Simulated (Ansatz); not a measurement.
Calculated with Ansatz (gas phase, PBE0-D4/def2-TZVP geometries, no zero-point term in ΔE). CCSD(T)/CBS adds triple-zeta CCSD(T) − MP2 to the extrapolated MP2 energy (def2 sets, frozen cores). Functionals use def2-TZVPP. For Ga outer-core shells are correlated without core-valence functions, which leaves a few kJ/mol of doubt a bond. Scalar relativity is left out up to krypton. One conformer a species, not always the lowest.

Reaction (redistribution): `[NH2][Al]([OH])[SiH3]` + `[NH2][GaH][SiH2]O` → `[NH2][Al]([SiH3])[SiH2]O` + `[NH2][GaH][OH]`

`[NH2][Al]([OH])[SiH3]`:

Z-matrix (Å, degrees):
```
Si
Al 1 2.446
H 1 1.492 2 111.6
H 1 1.492 2 111.6 3 -119.3
H 1 1.491 2 112.0 3 120.3
O 2 1.699 1 123.0 3 60.0
N 2 1.762 1 120.8 3 -120.0
H 6 0.955 2 123.9 1 0.0
H 7 1.007 2 125.0 1 180.0
H 7 1.006 2 124.4 1 -0.0
```

`[NH2][GaH][SiH2]O`:

Cartesian coordinates in Å:
```
N 0.850 -1.828 1.177
Ga 0.841 -0.049 0.801
Si -0.601 0.663 -0.987
O -1.228 2.138 -0.557
H 0.273 -2.510 0.714
H 1.424 -2.249 1.889
H 1.805 0.818 1.679
H 0.142 0.768 -2.282
H -1.700 -0.319 -1.244
H -1.805 2.568 -1.190
```

`[NH2][Al]([SiH3])[SiH2]O`:

```xyz
13

N     0.983    1.733   -0.410
Al    0.202    0.264    0.200
Si   -0.185    0.123    2.622
Si   -0.404   -1.398   -1.523
O    -0.214   -0.809   -3.069
H     1.287    2.509    0.155
H     1.234    1.886   -1.375
H     0.470   -1.081    3.211
H     0.337    1.313    3.356
H    -1.640    0.014    2.937
H    -1.800   -1.905   -1.326
H     0.482   -2.595   -1.468
H    -0.753   -0.054   -3.309
```

`[NH2][GaH][OH]`:

Z-matrix (Å, degrees):
```
N
Ga 1 1.813
H 1 1.005 2 123.2
H 1 1.005 2 124.9 3 180.0
O 2 1.789 1 117.7 3 -180.0
H 2 1.547 1 124.0 3 0.0
H 5 0.959 2 114.5 1 0.0
```

```tsv
level	ΔE (kJ/mol)
PBE-D4	86.6
PBE0-D4	89.4
ωB97M-V	98.1
MP2/def2-TZVPP	93.6
CCSD(T)/def2-TZVPP	90.4
HF/def2-QZVPP	94.6
HF/CBS(def2)	94.6
CCSD/CBS(def2)	95.8
```

(1) What does CCSD(T)/CBS give? (Estimate.)

Largest T1 diagnostic among the species: 0.014.

Results:

(1) Ansatz gave: +94.1 kJ/mol. The listed levels differ from it by -7.5, -4.7, 4.0, -0.5, -3.7, 0.5, 0.5, 1.7 kJ/mol.
